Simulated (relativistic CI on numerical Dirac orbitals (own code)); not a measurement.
Cubic crystal-field splitting of Pr⁴⁺ by operator equivalents

Problem. Pr⁴⁺ (4f) sits in a cubic field with the Wybourne parameters B⁴₀ = 2230 and B⁶₀ = 620 cm⁻¹. Find the levels of its ground J multiplet, neglecting the mixing with the other J.

Working.
1. One f electron has the ground level ²F5/2 with g_J = 6/7 and the Stevens factor β = 2/315. Rank 6 cannot act within J = 5/2.
2. Stevens form: B₄ = β B⁴₀/8 = 1.7698 cm⁻¹, in H = B₄(O₄⁰ + 5O₄⁴).
3. The eigenvalues of O₄⁰ + 5O₄⁴ for J = 5/2 are −240 (Γ7 doublet) and +120 (Γ8 quartet): E(Γ7) = -424.8, E(Γ8) = 212.4 cm⁻¹.
4. Order and energies above the lowest: Γ7 0.0, Γ8 637.1 cm⁻¹. A Γ7 ground doublet has the isotropic |g| = 1.429.

Check. Diagonalising spin-orbit coupling (free-ion gap 2909 cm⁻¹, from a Dirac-Coulomb-Breit calculation) and field together in all 14 states gives Γ7 0.0, Γ8 562.0 cm⁻¹, with |g| = 1.412. The other multiplet starts at 2900 cm⁻¹; the differences from the hand values come from J mixing and grow with the ratio of the field to that gap.
